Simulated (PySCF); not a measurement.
## Continuum solvent and chemical shifts

Geometry:
| atom | x (Å) | y (Å) | z (Å) |
| --- | --- | --- | --- |
| C1 | -3.436 | 0.764 | -1.074 |
| Si2 | -2.732 | -0.761 | -0.243 |
| N3 | -1.002 | -0.586 | -0.123 |
| Si4 | 0.187 | -1.559 | 0.681 |
| C5 | 1.833 | -0.776 | 0.250 |
| C6 | 3.145 | -1.092 | 0.489 |
| C7 | 3.938 | -0.070 | -0.115 |
| C8 | 3.052 | 0.799 | -0.680 |
| O9 | 1.790 | 0.387 | -0.466 |
| H10 | -4.529 | 0.681 | -1.171 |
| H11 | -3.213 | 1.669 | -0.488 |
| H12 | -3.016 | 0.890 | -2.084 |
| H13 | -3.107 | -1.982 | -1.028 |
| H14 | -3.322 | -0.935 | 1.123 |
| H15 | -0.596 | 0.205 | -0.619 |
| H16 | 0.002 | -1.587 | 2.167 |
| H17 | 0.173 | -2.986 | 0.229 |
| H18 | 3.504 | -1.963 | 1.035 |
| H19 | 5.023 | 0.009 | -0.129 |
| H20 | 3.171 | 1.720 | -1.245 |

GIAO PBE0/pcSseg-1 in PySCF 2.14 on one PBE0-D3(BJ)/def2-SVP conformer, non-relativistic, equivalent nuclei averaged. Solvents enter as an IEF-PCM continuum (tetrahydrofuran with ε = 7.4, dimethylsulfoxide with ε = 46.8) around the gas-phase geometry. Shifts are referred to TMS computed in the same medium.

Gas phase, δ in ppm: C5 152.6, C8 150.9, C6 127.1, C7 116.9, C1 -4.0, Si2 -29.4, Si4 -46.7, H20 7.64, H18 6.96, H19 6.67, H16/H17 5.35, H13/H14 4.91, H15 0.54, H10/H11/H12 0.39. Dipole moment 1.74 D.

Problem. How does each δ change in the continuum?

Solution. 
```
      atoms                                          environment  Δδ, tetrahydrofuran  Δδ, dimethylsulfoxide
         C5  substituted aromatic carbon next to the ring oxygen                 +0.1                   +0.1
         C8                  aromatic CH next to the ring oxygen                 +2.6                   +3.3
         C6                                          aromatic CH                 +1.7                   +2.1
         C7                                          aromatic CH                 +1.0                   +1.2
         C1                           methyl carbon bonded to Si                 +0.2                   +0.3
        Si2                          silicon bonded to C, N, 2 H                 +0.5                   +0.7
        Si4                          silicon bonded to C, N, 2 H                 -0.4                   -0.5
        H20   hydrogen on an aromatic CH next to the ring oxygen                +0.25                  +0.31
        H18                           hydrogen on an aromatic CH                +0.24                  +0.30
        H19                           hydrogen on an aromatic CH                +0.22                  +0.26
    H16/H17                 hydrogen on a silicon bonded to C, N                -0.07                  -0.08
    H13/H14                 hydrogen on a silicon bonded to C, N                -0.11                  -0.13
        H15                hydrogen on a nitrogen bonded to 2 Si                +0.32                  +0.41
H10/H11/H12             hydrogen on a methyl carbon bonded to Si                +0.09                  +0.11
```

Changes are relative to the gas phase. The dipole moment becomes 2.15 D in tetrahydrofuran, 2.24 D in dimethylsulfoxide.

Problem. Which nuclei move most (in ppm), and what does the model miss?

Solution. C8 (aromatic CH next to the ring oxygen, +3.3 ppm) in dimethylsulfoxide. A continuum only polarises the solute; specific hydrogen bonds, the anisotropy of aromatic solvents and changes of geometry or conformer are outside it.
